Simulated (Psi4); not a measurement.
Psi4 input (wB97X-D/6-31G*):

```
memory 1500 MB

molecule {
1 1
N    -1.11030700    0.16666000   -0.15104800
C     0.45712200    0.32590900   -0.04544200
O     1.08125200   -0.60514300    0.26790700
H    -1.35273700   -0.80107100    0.08990400
H    -1.59255300    0.80418600    0.49305300
H     0.76560700    1.34681400   -0.29461900
H    -1.44091300    0.36914900   -1.10160700
symmetry c1
no_reorient
no_com
}

set {
  basis 6-31G*
  reference rks
  scf_type pk
  dft_radial_points 99
  dft_spherical_points 590
  e_convergence 1e-8
  d_convergence 1e-7
  maxiter 150
}

e = energy('wb97x-d')
print_out(f'\nFINAL {e:.10f} DIPOLE {variable("CURRENT DIPOLE")[0]:.6f} {variable("CURRENT DIPOLE")[1]:.6f} {variable("CURRENT DIPOLE")[2]:.6f}\n')
```

Output:

```
   => Loading Basis Set <=

    Name: 6-31G*
    Role: ORBITAL
    Keyword: BASIS
    atoms 1   entry N          line   128 file 6-31gs.gbs
    atoms 2   entry C          line   111 file 6-31gs.gbs
    atoms 3   entry O          line   145 file 6-31gs.gbs
    atoms 4-7 entry H          line    44 file 6-31gs.gbs

   => WB97X-D: Empirical Dispersion <=

    Chai and Head-Gordon Dispersion Correction
    Chai, J.-D.; Head-Gordon, M. (2010), J. Chem. Phys., 132: 6615-6620

        s6 =       1.000000

         ---------------------------------------------------------
                                   SCF
               by Justin Turney, Rob Parrish, Andy Simmonett
                          and Daniel G. A. Smith
                              RKS Reference
         ---------------------------------------------------------

  ==> Geometry <==

    Molecular point group: c1
    Full point group: C1

    Geometry (in Angstrom), charge = 1, multiplicity = 1:

       Center              X                  Y                   Z               Mass
    ------------   -----------------  -----------------  -----------------  -----------------
         N           -1.110307000000     0.166660000000    -0.151048000000    14.003074004430
         C            0.457122000000     0.325909000000    -0.045442000000    12.000000000000
         O            1.081252000000    -0.605143000000     0.267907000000    15.994914619570
         H           -1.352737000000    -0.801071000000     0.089904000000     1.007825032230
         H           -1.592553000000     0.804186000000     0.493053000000     1.007825032230
         H            0.765607000000     1.346814000000    -0.294619000000     1.007825032230
         H           -1.440913000000     0.369149000000    -1.101607000000     1.007825032230

  Running in c1 symmetry.

  Rotational constants: A =      1.80502  B =      0.32769  C =      0.29062 [cm^-1]
  Rotational constants: A =  54113.22675  B =   9823.99048  C =   8712.54656 [MHz]
  Nuclear repulsion =   76.376663161087805

  Charge       = 1
  Multiplicity = 1
  Electrons    = 24
  Nalpha       = 12
  Nbeta        = 12

  ==> Algorithm <==

  SCF Algorithm Type is PK.
  DIIS enabled.
  MOM disabled.
  Fractional occupation disabled.
  Guess Type is SAD.
  Energy threshold   = 1.00e-08
  Density threshold  = 1.00e-07
  Integral threshold = 1.00e-12

  ==> Primary Basis <==

  Basis Set: 6-31G*
    Blend: 6-31G*
    Number of shells: 26
    Number of basis functions: 53
    Number of Cartesian functions: 53
    Spherical Harmonics?: false
    Max angular momentum: 2

  ==> DFT Potential <==

   => LibXC <=

    Version 7.1.2
    S. Lehtola, C. Steigemann, M. J. T. Oliveira, and M. A. L. Marques,  SoftwareX 7, 1–5 (2018) (10.1016/j.softx.2017.11.002)

   => Composite Functional: WB97X-D <=

    wB97X-D Hyb-GGA Exchange-Correlation Functional

    J.-D. Chai and M. Head-Gordon,  Phys. Chem. Chem. Phys. 10, 6615–6620 (2008) (10.1039/B810189B)

    Deriv               =              1
    GGA                 =           TRUE
    Meta                =          FALSE

    Exchange Hybrid     =           TRUE
    MP2 Hybrid          =          FALSE

   => Exchange-Correlation Functionals <=

    1.0000   wB97X-D range-separated functional

   => Exact (HF) Exchange <=

    0.7780            HF,LR [omega = 0.2000]
    0.2220               HF

   => LibXC Density Thresholds  <==

    XC_HYB_GGA_XC_WB97X_D:  1.00E-14

   => Molecular Quadrature <=

    Radial Scheme          =       TREUTLER
    Pruning Scheme         =           NONE
    Nuclear Scheme         =       TREUTLER

    Blocking Scheme        =         OCTREE
    BS radius alpha        =              1
    Pruning alpha          =              1
    Radial Points          =             99
    Spherical Points       =            590
    Total Points           =         386551
    Total Blocks           =           2821
    Max Points             =            256
    Max Functions          =             53
    Weights Tolerance      =       1.00E-15

  ==> Integral Setup <==

  Using in-core PK algorithm.
   Calculation information:
      Number of atoms:                   7
      Number of AO shells:              26
      Number of primitives:             61
      Number of atomic orbitals:        53
      Number of basis functions:        53

      Integral cutoff                 1.00e-12
      Number of threads:                 1

  Performing in-core PK
  Using 3073788 doubles for integral storage.
  We computed 61298 shell quartets total.
  Whereas there are 61776 unique shell quartets.

  Computing range-separated integrals for PK
  We computed 61298 wK shell quartets total.
  Whereas there are 61776 wK unique shell quartets.

  ==> DiskJK: Disk-Based J/K Matrices <==

    J tasked:                  Yes
    K tasked:                  Yes
    wK tasked:                 Yes
    Omega:               2.000E-01
    Schwarz Cutoff:          1E-12


  Cached 100.0% of DFT collocation blocks in 0.542 [GiB].

  Minimum eigenvalue in the overlap matrix is 5.5701498552E-03.
  Reciprocal condition number of the overlap matrix is 8.8219155643E-04.
    Using symmetric orthogonalization.

  ==> Pre-Iterations <==

  SCF Guess: Superposition of Atomic Densities via on-the-fly atomic UHF (no occupation information).

   -------------------------
    Irrep   Nso     Nmo
   -------------------------
     A         53      53
   -------------------------
    Total      53      53
   -------------------------

  ==> Iterations <==

                        Total Energy        Delta E     RMS |[F,P]|

   @RKS iter SAD:  -169.88295283157291   -1.69883e+02   0.00000e+00
   @RKS iter   1:  -170.01617499362797   -1.33222e-01   1.02145e-02 DIIS/ADIIS
   @RKS iter   2:  -169.92762350007987    8.85515e-02   1.45333e-02 DIIS/ADIIS
   @RKS iter   3:  -170.13755210269198   -2.09929e-01   1.48508e-03 DIIS/ADIIS
   @RKS iter   4:  -170.13968126928245   -2.12917e-03   6.75704e-04 DIIS/ADIIS
   @RKS iter   5:  -170.14019487953061   -5.13610e-04   1.06279e-04 DIIS/ADIIS
   @RKS iter   6:  -170.14021088712599   -1.60076e-05   2.33244e-05 DIIS
   @RKS iter   7:  -170.14021216684438   -1.27972e-06   6.57256e-06 DIIS
   @RKS iter   8:  -170.14021229913854   -1.32294e-07   1.47399e-06 DIIS
   @RKS iter   9:  -170.14021230571055   -6.57201e-09   2.14241e-07 DIIS
   @RKS iter  10:  -170.14021230586249   -1.51942e-10   3.28996e-08 DIIS
  Energy and wave function converged.

  ==> Post-Iterations <==

   Electrons on quadrature grid:
      Ntotal   =   23.9999998118 ; deviation = -1.882e-07

    Orbital Energies [Eh]
    ---------------------

    Doubly Occupied:

       1A    -19.550060     2A    -14.810734     3A    -10.684436
       4A     -1.446271     5A     -1.323281     6A     -0.983238
       7A     -0.910807     8A     -0.906358     9A     -0.841452
      10A     -0.788392    11A     -0.740101    12A     -0.627538

    Virtual:

      13A     -0.191643    14A     -0.095458    15A     -0.051815
      16A     -0.029041    17A     -0.027752    18A      0.048063
      19A      0.118084    20A      0.367034    21A      0.438576
      22A      0.457774    23A      0.529963    24A      0.532637
      25A      0.579140    26A      0.654417    27A      0.679969
      28A      0.695551    29A      0.698602    30A      0.728115
      31A      0.792632    32A      0.843247    33A      0.933444
      34A      1.170270    35A      1.200180    36A      1.334376
      37A      1.359202    38A      1.474505    39A      1.590055
      40A      1.591538    41A      1.669809    42A      1.859103
      43A      1.903081    44A      2.065995    45A      2.146781
      46A      2.206984    47A      2.358436    48A      2.435179
      49A      2.685207    50A      2.834957    51A      3.570972
      52A      3.687839    53A      3.982092

    Final Occupation by Irrep:
              A
    DOCC [    12 ]
    NA   [    12 ]
    NB   [    12 ]

  @RKS Final Energy:  -170.14021230586249

   => Energetics <=

    Nuclear Repulsion Energy =             76.3766631610878051
    One-Electron Energy =                -375.4076664794523026
    Two-Electron Energy =                 144.1857022707179112
    DFT Exchange-Correlation Energy =     -15.2936579767928791
    Empirical Dispersion Energy =          -0.0012532814230682
    VV10 Nonlocal Energy =                  0.0000000000000000
    Total Energy =                       -170.1402123058624909

Computation Completed

Properties will be evaluated at   0.000000,   0.000000,   0.000000 [a0]

Properties computed using the SCF density matrix

 Multipole Moments:

 ------------------------------------------------------------------------------------
     Multipole            Electronic (a.u.)      Nuclear  (a.u.)        Total (a.u.)
 ------------------------------------------------------------------------------------

 L = 1.  Multiply by 2.5417464519 to convert [e a0] to [Debye]
 Dipole X            :         -1.9168790            0.0000057           -1.9168733
 Dipole Y            :          0.9881775            0.0000151            0.9881926
 Dipole Z            :         -0.4518648           -0.0000019           -0.4518667
 Magnitude           :                                                    2.2034317

 ------------------------------------------------------------------------------------

FINAL -170.1402123059 DIPOLE -1.916873 0.988193 -0.451867

*** Psi4 exiting successfully. Buy a developer a beer!
```

The dipole moment of an ion depends on the origin.

The geometry given is a B3LYP-D3(BJ)/def2-TZVP minimum.
